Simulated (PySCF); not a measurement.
Computed IR spectrum (relative IR intensity) of a molecule C₄H₃N₂, multiplicity 2. Geometry optimised at PBE-D3(BJ)/def2-SVP. The values are those of a single conformer. All values below come from PBE-D3(BJ)/def2-SVP (PySCF 2.14.0). Harmonic, unscaled wavenumbers; measured fundamentals usually lie a few per cent lower.

Lines under 2 % of the strongest are left out, and lines within 2 cm⁻¹ are merged.

| ν (cm⁻¹) | relative intensity |
|---|---|
| 520 | 61 |
| 672 | 21 |
| 688 | 50 |
| 859 | 6.8 |
| 962 | 13 |
| 1058 | 9.0 |
| 1150 | 14 |
| 1268 | 3.4 |
| 1376 | 40 |
| 1396 | 11 |
| 1481 | 40 |
| 1568 | 100 |
| 3083 | 16 |
| 3091 | 18 |

Question: Identify the compound among the candidates.
A) [c]1ccncn1
B) [c]1cnccn1
C) [c]1cncnc1
D) [c]1ncccn1

Answer: C, [c]1cncnc1
